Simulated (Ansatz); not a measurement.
Ideal-gas functions of `CO[B]Cl` radical at 800 K and 1 bar, from an Ansatz frequency run at PBE0-D4/def2-TZVP.

Molar mass 77.3 g/mol, point group Cs (symmetry number 1), electronic degeneracy 2, moments of inertia 27.644, 146.185, 170.638 u Å². Harmonic wavenumbers (cm⁻¹, unscaled): 62, 207, 298, 483, 764, 975, 1174, 1177, 1392, 1490, 1492, 1513, 3063, 3154, 3155.

Use S(trans) = R[1.5 ln M + 2.5 ln T − 1.1517]; rotational temperatures θ = 24.2544 K / I; S(rot) = R[ln(√π/σ · √(T³/θAθBθC)) + 1.5]; for each mode x = 1.438777 ν̃/T, S = R[x/(eˣ − 1) − ln(1 − e⁻ˣ)] and H = RT x/(eˣ − 1); 1 cm⁻¹ = 0.0119627 kJ/mol; R = 8.31446 J/(mol·K).

**Question.** By hand: the entropy, in J/(mol·K).

**Answer.** Translation 183.6. Rotation: θ = 0.8774, 0.1659, 0.1421 K, giving 116.7. Vibration, mode by mode: 26.56, 16.58, 13.60, 9.74, 6.30, 4.63, 3.49, 3.48, 2.56, 2.23, 2.22, 2.16, 0.22, 0.19, 0.19, in all 94.2. Electronic 5.8. Sum 400.3 J/(mol·K).

**Question.** By hand: H − E and G − E in kJ/mol, counted from the electronic energy.

**Answer.** Zero-point energy ½ × 20399 × 0.0119627 = 122.0; thermal vibration 36.2; translation, rotation and pV give 4 RT = 26.6. H − E = 184.8 kJ/mol, and G − E = 184.8 − 800 × 400.3/1000 = -135.4 kJ/mol.

Vibration gives 24 % of the entropy, 26.6 J/(mol·K) of it from the mode under 150 cm⁻¹: soft modes count most, and the harmonic formula is weakest for them. The sum counts one conformer and one mirror image; others add a mixing term.
